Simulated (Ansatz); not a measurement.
Two isomers of C3H7BS: A = `BC(=C)SC`, B = `B1CCCS1`.

Gas-phase electronic energies from Ansatz, PBE0-D4/def2-TZVP geometries. CCSD(T)/CBS is the MP2 limit (def2-TZVPP, def2-QZVPP) plus CCSD(T) − MP2 in def2-TZVPP, frozen cores. DFT in def2-TZVPP. B3LYP here is the variant with VWN-RPA as its local correlation; programs differ in this. One conformer a species, not always the lowest.

A:

```xyz
12

B    -1.2622   -0.0998    0.6674
C    -0.3785   -0.4443   -0.5439
C    -0.9439   -1.1889   -1.5154
S     1.2959    0.0467   -0.7540
C     1.6588    1.0124    0.7138
H    -0.8878    0.5419    1.6017
H    -2.3858   -0.5084    0.6545
H    -0.4138   -1.4945   -2.4142
H    -1.9735   -1.5093   -1.4151
H     1.0228    1.8943    0.7855
H     2.6949    1.3327    0.5972
H     1.5731    0.4172    1.6225
```

B:

```xyz
12

B     1.037    0.461    1.124
C     0.639    0.847   -0.345
C    -0.223   -0.297   -0.883
C    -1.077   -0.835    0.255
S    -0.043   -0.786    1.764
H     1.914    0.914    1.793
H     0.054    1.778   -0.282
H     1.490    1.076   -0.991
H     0.432   -1.098   -1.239
H    -0.854    0.004   -1.725
H    -1.953   -0.209    0.438
H    -1.417   -1.857    0.090
```

**Question.** Which isomer does CCSD(T)/CBS put lower? Give the gap. (An estimate is asked.)

**Answer.** Ansatz gave: B, by 211.4 kJ/mol.

**Question.** Give E(B) − E(A) in kJ/mol with CCSD/def2-TZVPP, r2SCAN-D4, ωB97M-V, B3LYP-D4, HF/def2-TZVPP, PBE-D4, CCSD(T)/def2-TZVPP. (Estimate.)

**Answer.** Ansatz gave: CCSD/def2-TZVPP -214.1, r2SCAN-D4 -214.8, ωB97M-V -215.1, B3LYP-D4 -195.0, HF/def2-TZVPP -192.1, PBE-D4 -212.7, CCSD(T)/def2-TZVPP -212.8. None reverses the order clearly.

Largest T1 diagnostic: 0.013.

In def2-TZVPP, CCSD(T) changes the Hartree–Fock value by −20.7 kJ/mol (the triples alone add +1.3 kJ/mol) and MP2 by −29.9 kJ/mol. From PBE to PBE0 (25 % exact exchange), in def2-TZVPP and without D4, E(B) − E(A) moves by −13.5 kJ/mol.
